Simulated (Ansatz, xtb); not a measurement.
**Isomers of C2H4N2SSi in order of energy**

4 gas-phase structures of C2H4N2SSi, from a drawn sample of its isomers (lower ones may exist). Each was relaxed with GFN2-xTB:

A. `[SiH3]c1csnn1`, a singlet
B. `[SiH3]c1ncns1`, a singlet
C. `[SiH3]c1nncs1`, a singlet
D. `[SiH3]c1cnns1`, a singlet

Task: Estimate their order in r2SCAN-D4/def2-SVP energy at these geometries, lowest first.

Result: Calculated order at r2SCAN-D4/def2-SVP: B (0.0), C (12.8), D (17.2), A (19.9) kcal/mol.

Energies above the lowest of each column, in kcal/mol; the last columns are at PBE-D3(BJ)/def2-SVP geometries (a dash: not run or not comparable):

```json
{"structure": "B", "GFN2-xTB": "0.0", "HF/STO-3G": "0.0", "r2SCAN-D4/def2-SVP": "0.0", "PBE-D3(BJ)/def2-SVP": "0.0", "CCSD(T)/def2-SVP + ΔMP2/def2-TZVPP": "0.0"}
{"structure": "C", "GFN2-xTB": "13.3", "HF/STO-3G": "7.6", "r2SCAN-D4/def2-SVP": "12.8", "PBE-D3(BJ)/def2-SVP": "12.5", "CCSD(T)/def2-SVP + ΔMP2/def2-TZVPP": "15.7"}
{"structure": "D", "GFN2-xTB": "17.5", "HF/STO-3G": "14.5", "r2SCAN-D4/def2-SVP": "17.2", "PBE-D3(BJ)/def2-SVP": "14.8", "CCSD(T)/def2-SVP + ΔMP2/def2-TZVPP": "18.8"}
{"structure": "A", "GFN2-xTB": "18.6", "HF/STO-3G": "14.7", "r2SCAN-D4/def2-SVP": "19.9", "PBE-D3(BJ)/def2-SVP": "17.0", "CCSD(T)/def2-SVP + ΔMP2/def2-TZVPP": "–"}
```

Every level run on B puts it lowest or level with the lowest. B keeps a small imaginary mode. Frequencies (GFN2-xTB) were run for B, C, D alone. ΔMP2 is the change of the MP2 energy from the smaller to the larger basis.

Over these structures GFN2-xTB departs from r2SCAN-D4/def2-SVP by 0.6 kcal/mol on average once a common shift is removed. A GFN2-xTB relaxation took about 0.11 s and the r2SCAN-D4/def2-SVP energy about 2.9 s on a shared host (Ansatz 0.2.0, xtb 6.7.1).
